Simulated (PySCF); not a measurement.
Species: `Nc1ccccc1F`. The columns A, B, C and D hold Mulliken, IAO, Hirshfeld and ESP-fitted charges (e) of one PBE0/pcSseg-2 density (PySCF), in a shuffled order. Coordinates in Å (PBE0-D3(BJ)/def2-TZVP); the density's dipole moment is (-0.60, -0.86, 1.30) D.

| atom | x | y | z | A | B | C | D |
| --- | --- | --- | --- | --- | --- | --- | --- |
| N1 | -2.297 | -0.075 | 0.093 | -0.308 | -0.204 | -0.536 | -0.714 |
| C2 | -0.917 | -0.064 | 0.049 | +0.048 | +0.032 | +0.095 | +0.137 |
| C3 | -0.140 | -1.175 | 0.375 | -0.047 | -0.072 | -0.198 | -0.192 |
| C4 | 1.241 | -1.138 | 0.263 | -0.045 | -0.059 | -0.154 | -0.263 |
| C5 | 1.886 | 0.007 | -0.178 | -0.013 | -0.068 | -0.179 | -0.078 |
| C6 | 1.132 | 1.126 | -0.506 | -0.098 | -0.070 | -0.186 | -0.367 |
| C7 | -0.236 | 1.071 | -0.388 | +0.376 | +0.064 | +0.253 | +0.367 |
| F8 | -0.977 | 2.156 | -0.696 | -0.296 | -0.088 | -0.288 | -0.219 |
| H9 | -2.733 | 0.831 | 0.126 | +0.148 | +0.123 | +0.285 | +0.332 |
| H10 | -2.705 | -0.738 | 0.729 | +0.141 | +0.132 | +0.279 | +0.332 |
| H11 | -0.635 | -2.078 | 0.715 | +0.019 | +0.050 | +0.149 | +0.169 |
| H12 | 1.817 | -2.019 | 0.523 | +0.021 | +0.052 | +0.156 | +0.167 |
| H13 | 2.964 | 0.036 | -0.266 | +0.024 | +0.051 | +0.156 | +0.135 |
| H14 | 1.591 | 2.045 | -0.850 | +0.031 | +0.058 | +0.169 | +0.196 |

**Question.** Which column most likely holds the ESP-fitted charges?

**Answer.** D. Σ q r misses the density's dipole by 0.14 D (D), 0.73 D (B), 0.96 D (A), 1.20 D (C). Charges fitted to the outside potential are the only set here that is tied to the molecule's multipoles.

**Question.** And the Hirshfeld charges?

**Answer.** B. The mean sizes are 0.080 e (B), 0.115 e (A), 0.220 e (C), 0.262 e (D), and Hirshfeld charges are commonly the smallest of these schemes.

As computed, A = Mulliken, B = Hirshfeld, C = IAO, D = ESP-fitted. Hydrogens on carbon: Mulliken +0.02 to +0.03, Hirshfeld +0.05 to +0.06, IAO +0.15 to +0.17, ESP-fitted +0.13 to +0.20 e.

The Hirshfeld scheme divides the density at each point in proportion to the densities of the neutral, spherically averaged free atoms. The ESP scheme is a least-squares fit of atom-centred charges to the potential on four shells outside the van der Waals surface, with the total charge fixed.

Geometry: PBE0-D3(BJ)/def2-TZVP; no solvent, vibrations or thermal averaging.

Conformer computed: `[NH2:1][c:2]1[cH:3][cH:4][cH:5][cH:6][c:7]1[F:8]`: H–N1–C2–C3 161°, H–N1–C2–C3 26°.
